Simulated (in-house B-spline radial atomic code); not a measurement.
# Response and correlation of the indium ion In³⁺

Closed shell [Kr] 4d10. Computed with an all-electron radial atomic-structure program (B-spline basis): Dirac-Hartree-Fock, relativistic RPA (time-dependent Dirac-Hartree-Fock) for the response and second-order many-body perturbation theory for correlation, no-pair Dirac-Coulomb Hamiltonian, finite nucleus.

Command:
```bash
python run_mb.py task.json out
```
Settings (nuclear radius in fm, box in bohr, cutoff in hartree):
```
basis_form          2
Z                   49
core_configuration  [Kr] 4d10
rms_radius          4.6156
mass_number         115
speed_of_light      137.036
box_radius          14.844
lmax                7
intervals           63
virtual_cutoff      60025.0
```

Cost of the run: 15 s on 1 thread of Arm Neoverse V1, with other jobs on the host.

| multipole (bohr³, bohr⁵, bohr⁷) | uncoupled | coupled RPA |
| --- | --- | --- |
| dipole | 3.5247 | 3.2196 |
| quadrupole | 6.3717 | 8.3866 |
| octupole | 23.557 | ? |

Task: What is the coupled octupole polarisability?

Result: 30.259 atomic units, +28 % against the uncoupled value.

Task: Which subshells carry the dipole polarisability?

Result: 4d5/2 59.4 %, 4d3/2 38.0 %, 4p3/2 1.5 %.

Task: What does the dipole shielding factor come to?

Result: The dipole shielding factor is 0.939, against the exact N/Z = 46/49 = 0.939 of the non-relativistic theorem.

Dipole polarisability at imaginary frequency:

```json
{"u (Eh)": "0", "α(iu) (bohr³)": "3.22"}
{"u (Eh)": "0.4", "α(iu) (bohr³)": "3.011"}
{"u (Eh)": "1.2", "α(iu) (bohr³)": "2.133"}
{"u (Eh)": "2.4", "α(iu) (bohr³)": "1.22"}
{"u (Eh)": "4", "α(iu) (bohr³)": "0.6546"}
{"u (Eh)": "8", "α(iu) (bohr³)": "0.2311"}
{"u (Eh)": "16", "α(iu) (bohr³)": "0.0768"}
{"u (Eh)": "40", "α(iu) (bohr³)": "0.01766"}
```

Task: What dispersion coefficients follow for two such ions (the dispersion part alone)?

Result: C6 = (3/π)∫α(iu)²du = 14.09 hartree·bohr⁶ and C8 = 160.6 hartree·bohr⁸.

Lowest J = 1 odd-parity excitations:

| energy (eV) | oscillator strength | leading channel | weight |
| --- | --- | --- | --- |
| 25.247 | 0.0206 | 4d5/2 → p3/2 | 0.508 |
| 26.624 | 0.769 | 4d3/2 → p1/2 | 0.624 |
| 27.034 | 0.054 | 4d3/2 → p3/2 | 0.699 |
| 40.483 | 0.00877 | 4d5/2 → p3/2 | 0.899 |
| 41.032 | 0.0194 | 4d5/2 → f5/2 | 0.678 |
| 41.254 | 0.000226 | 4d3/2 → p1/2 | 0.663 |
| 41.578 | 0.00361 | 4d3/2 → p3/2 | 0.702 |
| 41.867 | 0.195 | 4d5/2 → f7/2 | 0.491 |

Second-order correlation energy by the highest angular momentum of the excited pair (hartree): s -0.02522, p -0.2292, d -0.6984, f -1.035, g -0.3429, h -0.1507, i -0.06893, k -0.03533.

Task: What is the second-order correlation energy at the partial-wave limit?

Result: The listed waves sum to -2.5859 hartree; extrapolating the increments as (l + 1/2)⁻⁴ gives -2.6581 hartree, -1.57 eV per electron.
